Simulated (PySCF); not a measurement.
C6H8O.
InChI=1S/C6H8O/c1-3-5-4-6(5)7-2/h3-4H,1-2H3/b5-3+

Torsions of this conformer, `[CH3:1]/[CH:2]=[C:3]1[CH:4]=[C:5]\1[O:6][CH3:7]`: C4–C5–O6–C7 179°.

The closed-shell ground state was solved at several levels (PySCF, density fitting, gas phase, non-relativistic). One conformer (not necessarily the lowest) at the GFN2-xTB geometry, without solvent, vibrations or thermal averaging.

```csv
level,basis functions,HOMO (eV),LUMO (eV),gap (eV),dipole (D)
B3LYP/def2-SVPD,207,-5.23,0.01,5.24,1.67
B3LYP/pcJ-1,269,-5.17,0.17,5.34,1.79
PBE0/def2-SVPD,207,-5.42,0.27,5.69,1.66
```

(1) Estimate the row for PBE0/pcSseg-1, a basis of 159 functions; the other rows only guide the guess.

(2) Over all these levels, which gives the widest orbital gap and which the narrowest?

(3) How far do the dipole and the HOMO energy spread over the levels?

Results:

(1) HOMO -5.38 eV, LUMO 0.41 eV, gap 5.79 eV, dipole 1.78 D.

(2) PBE0/pcSseg-1 (global hybrid, 25 % exact exchange) has the widest, 5.79 eV, and B3LYP/def2-SVPD (global hybrid, 20 % exact exchange) the narrowest, 5.24 eV. Functional and basis both differ between the two, so the spread mixes both effects.

(3) The dipole runs from 1.66 to 1.79 D (mean 1.73 D) and the HOMO from -5.42 to -5.17 eV.
